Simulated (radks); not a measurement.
All-electron calculation, scalar-relativistic Kohn-Sham, LDA (Slater exchange, Perdew-Wang correlation), spin-polarised, spherical densities, finite nucleus; open shells are filled with parallel spins first (spin-orbit coupling, left out, can overturn this in heavy ions); Fermi nuclear charge, rms radius of each element as measured or else 0.836 A^(1/3) + 0.57 fm. Program: a radial shooting solver on a logarithmic mesh with Libxc functionals. Response by self-consistent Sternheimer equations with the Hartree and adiabatic LDA kernel, the relativistic mass of each level held fixed and spin-orbit coupling left out. For heavy and open-shell atoms this level of theory can miss by tens of per cent. Rank Ru+, Ne3+, F2+, Eu, Os, Cu+, Ta+ (NIST ground configurations) by static dipole polarisability, largest first.

Answer. Eu 168.0, Os 51.37, Ta+ 39.06, Ru+ 16.60, Cu+ 8.170, F2+ 1.227, Ne3+ 0.6753 bohr^3.
